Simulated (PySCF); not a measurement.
C2H6N2OSi, SMILES N[Si@@H]1COC=N1.

Geometry optimised at B3LYP-D3(BJ)/def2-SVP. The structure was generated by enumeration; whether it is a known compound was not checked. Other conformers were not sampled.

Computed with PySCF with TDA-PBE/def2-SVPD.

Vertical excitations. Isolated molecule, no solvent.

| state | energy (eV) | λ (nm) | f | main pairs |
|---|---|---|---|---|
| S1 | 5.02 | 247 | 0.005 | HOMO→LUMO 98 % |
| S2 | 5.58 | 222 | 0.022 | HOMO−1→LUMO 57 %, HOMO−2→LUMO 39 % |
| S3 | 5.93 | 209 | 0.020 | HOMO→LUMO+1 91 % |
| S4 | 6.17 | 201 | 0.055 | HOMO−2→LUMO 33 %, HOMO−1→LUMO+1 30 %, HOMO−1→LUMO 13 %, HOMO→LUMO+2 6 % |
| S5 | 6.28 | 197 | 0.015 | HOMO→LUMO+2 84 % |
| S6 | 6.45 | 192 | 0.018 | HOMO→LUMO+3 45 %, HOMO−1→LUMO+1 25 %, HOMO−1→LUMO+2 7 % |
| S7 | 6.47 | 192 | 0.017 | HOMO→LUMO+3 41 %, HOMO−1→LUMO+1 23 %, HOMO−1→LUMO+2 16 %, HOMO−2→LUMO+1 6 % |
| S8 | 6.56 | 189 | 0.011 | HOMO−3→LUMO 87 % |
| S9 | 6.68 | 185 | 0.014 | HOMO−2→LUMO+1 62 %, HOMO−1→LUMO+2 32 % |
| S10 | 6.79 | 183 | 0.005 | HOMO−1→LUMO+3 48 %, HOMO−1→LUMO+2 19 %, HOMO−2→LUMO+1 9 % |
| T1 | 4.67 | 266 | 0 | HOMO→LUMO 95 % |
| T2 | 4.85 | 256 | 0 | HOMO−1→LUMO 84 % |
| T3 | 5.39 | 230 | 0 | HOMO−2→LUMO 83 % |
| T4 | 5.78 | 215 | 0 | HOMO→LUMO+1 96 % |
Triplets are in the Tamm–Dancoff approximation.
